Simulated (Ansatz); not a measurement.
H₅Au₄⁻ (the lowest singlet isomer of a short search). The state is a singlet with charge -1. Geometry r2SCAN-D4/def2-SVPD, basis def2-TZVPD, Ansatz.

```xyz
9

Au    0.263    0.904    1.032
Au   -0.584   -0.823   -0.929
Au   -1.389   -2.700   -2.811
Au    1.529    2.731    2.700
H     0.458   -0.713    0.449
H     0.052    2.432    1.735
H     2.693    3.300    3.645
H    -1.575   -0.997   -2.292
H    -1.447   -4.134   -3.527
```

| run | HOMO (eV) | LUMO (eV) |
| --- | --- | --- |
| A | -3.52 | 1.71 |
| B | -3.13 | 1.37 |
| C | -2.77 | 0.81 |
| D | -2.73 | 1.27 |
| E | -3.36 | 1.52 |
| F | -5.64 | 3.08 |

In the def2 sets Au takes a core potential; there is no spin–orbit coupling. B3LYP takes the VWN-RPA correlation. HSE06 is defined as in plane-wave codes, on full-range PBE exchange. The structure comes from a short search, and lower isomers may exist.

Task: The runs used B3LYP, HSE06, LDA (SPW92), PBE0, r2SCAN, ωB97M-V. Estimate which is which.

Result: A PBE0 (25 % exact exchange); B HSE06 (range-separated); C LDA (SPW92) (0 % exact exchange); D r2SCAN (0 % exact exchange); E B3LYP (20 % exact exchange); F ωB97M-V (range-separated). Exact exchange lowers occupied and raises empty levels; among semilocal functionals meta-GGAs tend to open the gap a little, and such runs are hard to tell apart. The gap grows from 3.58 eV (LDA (SPW92)) to 8.72 eV (ωB97M-V).
